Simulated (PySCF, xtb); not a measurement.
ClF2GeH2N, SMILES [Ge]([NH2])([F])([F])[Cl]. One conformer was computed; it need not be the lowest.

Harmonic wavenumbers (cm⁻¹) from GFN2-xTB (xtb 6.7.1) at its own minimum, in rising order: 114, 127, 150, 181, 195, 201, 381, 447, 492, 503, 670, 777, 1434, 3419, 3457.

Task: What does PBE-D3(BJ)/def2-SVP in PySCF give at its own minimum? (The exact figures need the calculation; the answer reports its results.)

Result: 72, 158, 184, 229, 233, 249, 434, 500, 684, 719, 743, 882, 1483, 3452, 3556. Paired by order, the mean absolute difference is 74 cm⁻¹ and the zero-point energies are 17.9 and 19.4 kcal/mol.
